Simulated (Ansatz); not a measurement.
## Worked example: HCN + C2H10OSi2 → SiH3(CN) + C2H8OSi

Species: HCN `C#N`, singlet; C2H10OSi2 `CC[SiH2]O[SiH3]`, singlet; SiH3(CN) (silyl cyanide), singlet; C2H8OSi `CC[SiH2]O`, singlet. The partners trade H for SiH3: C–H and O–SiH3 bonds give way to C–SiH3 and O–H.

Shapes, held fixed at every level: PBE0-D4/def2-TZVP. Flexible molecules stand in one conformer, not always the lowest. Programs: Ansatz 0.2.0. Electronic energies: no zero-point or thermal term.

At CCSD(T)/CBS estimate; 1 Eh = 2625.50 kJ/mol:

| species | energy (Eh) |
| --- | --- |
| HCN | -93.320976 |
| C2H10OSi2 | -735.546298 |
| SiH3(CN) | -383.615541 |
| C2H8OSi | -445.225896 |

Work out ΔE of the reaction at this level.


1. Products less reactants: (-383.615541) + (-445.225896) − [(-93.320976) + (-735.546298)] = 0.025837 Eh = +67.8 kJ/mol.

Other levels give +60.2 (PBE0-D4/def2-TZVPP) to +69.2 kJ/mol (B3LYP-D4/def2-TZVPP). No measured value is set beside it here. The CBS estimate extrapolates MP2 from def2-TZVPP and def2-QZVPP and adds CCSD(T) − MP2 in the triple-zeta set, cores frozen.
